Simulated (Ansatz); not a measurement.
Relaxation of BClFH$_{2}$N (6 atoms, charge 0, multiplicity 1), to a largest force component of 0.02 eV/Å in at most 40 steps.

Computed with RKS B3LYP/def2-SVPD in Ansatz 0.2.0.

```xyz
6
Properties=species:S:1:pos:R:3
B 0.000 0.000 0.000
N 0.000 0.000 1.550
H -0.877 -0.271 2.080
H 0.877 0.271 2.080
Cl 1.611 0.000 -0.930
F -1.143 0.000 -0.660
```

Task: Where does it end, and by what steps?

Result: The run converged. After 6 steps the energy has fallen by 0.661 eV; H3 moved furthest, 0.22 Å.

```json
{"step": "0", "energy less start (eV)": "0.0000", "largest force component (eV/Å)": "3.752", "accepted": "yes"}
{"step": "1", "energy less start (eV)": "-0.5492", "largest force component (eV/Å)": "1.728", "accepted": "yes"}
{"step": "2", "energy less start (eV)": "-0.5811", "largest force component (eV/Å)": "1.347", "accepted": "yes"}
{"step": "3", "energy less start (eV)": "-0.6168", "largest force component (eV/Å)": "0.488", "accepted": "yes"}
{"step": "4", "energy less start (eV)": "-0.6401", "largest force component (eV/Å)": "1.092", "accepted": "yes"}
{"step": "5", "energy less start (eV)": "-0.6608", "largest force component (eV/Å)": "0.057", "accepted": "yes"}
{"step": "6", "energy less start (eV)": "-0.6610", "largest force component (eV/Å)": "0.012", "accepted": "yes"}
```

```xyz
6
Properties=species:S:1:pos:R:3
B 0.021 -0.011 0.079
N 0.015 0.001 1.470
H -0.843 -0.072 2.001
H 0.855 0.083 2.024
Cl 1.541 0.120 -0.846
F -1.121 -0.121 -0.608
```

Whether the end is a true minimum wasn't checked by a vibrational analysis.

Time of the run: 11 s on 2 threads of Intel(R) Xeon(R) Platinum 8488C (Sapphire Rapids) (shared host), peak memory 0.21 GiB.
